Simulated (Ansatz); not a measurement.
Geometry optimisation, RKS PBE0-D4/def2-SVP in Ansatz 0.2.0.

Input:

```yaml
crystal:
  periodic: [false, false, false]
  atoms:
    - { symbol: "N", position_ang: [-0.9902, -1.3698, 1.6399] }
    - { symbol: Si, position_ang: [-0.0924, -1.3457, 0.2404] }
    - { symbol: "N", position_ang: [0.0648, 0.326, 0.0376] }
    - { symbol: C, position_ang: [0.6054, 0.933, -1.1874] }
    - { symbol: O, position_ang: [0.5664, 2.3057, -0.9902] }
    - { symbol: H, position_ang: [-1.85, -0.7301, 1.4286] }
    - { symbol: H, position_ang: [-0.5114, -0.8439, 2.3729] }
    - { symbol: H, position_ang: [-0.815, -1.8725, -0.8966] }
    - { symbol: H, position_ang: [1.2275, -1.9252, 0.5672] }
    - { symbol: H, position_ang: [0.7555, 0.6394, 0.7852] }
    - { symbol: H, position_ang: [-0.1707, 0.7185, -1.9874] }
    - { symbol: H, position_ang: [1.5543, 0.6046, -1.4611] }
    - { symbol: H, position_ang: [-0.3238, 2.5253, -0.5344] }
basis:
  gaussian: { orbitals: def2-SVP }
hamiltonian:
  xc: pbe0
  dispersion: d4
relax:
  f_tol: 0.015
  max_steps: 40
output:
  orbitals: {}
```

Run as:

```bash
$ ansatz run input.yaml --threads 2 --pin off --max-ram 3072MiB --backend cpu --events-out ev --progress --plain --runs-dir out
```

Problem. Where does it end, and by what steps?

Solution. The run converged. After 17 steps the energy has fallen by 1.259 eV; H7 moved furthest, 1.18 Å.

```csv
step,energy less start (eV),largest force component (eV/Å),accepted
0,0.0000,5.137,yes
1,-0.8407,1.383,yes
2,-1.0293,0.418,yes
3,-1.1338,0.338,yes
4,-1.1701,0.343,yes
5,-1.1872,0.852,yes
6,-1.2187,0.196,yes
7,-1.2246,0.161,yes
8,-1.2308,0.497,yes
9,-1.2377,0.114,yes
10,-1.2425,0.365,yes
11,-1.2486,0.205,yes
12,-1.2522,0.408,yes
13,-1.2583,0.104,yes
14,-1.2587,0.060,yes
15,-1.2594,0.031,yes
16,-1.2594,0.053,no
17,-1.2594,0.005,yes
```

```xyz
13
Properties=species:S:1:pos:R:3
N -0.953 -1.100 1.829
Si -0.107 -1.170 0.331
N 0.620 0.370 0.021
C 0.734 1.048 -1.233
O 0.121 2.307 -1.243
H -1.721 -0.460 1.988
H -1.010 -1.916 2.426
H -0.905 -1.426 -0.915
H 0.831 -2.324 0.517
H 1.101 0.839 0.784
H 0.317 0.381 -2.014
H 1.787 1.243 -1.501
H -0.795 2.173 -0.975
```

Whether the end is a true minimum wasn't checked by a vibrational analysis.

The run took 97 s on 2 threads of Arm Neoverse N1, on a shared host, peak memory 0.26 GiB.
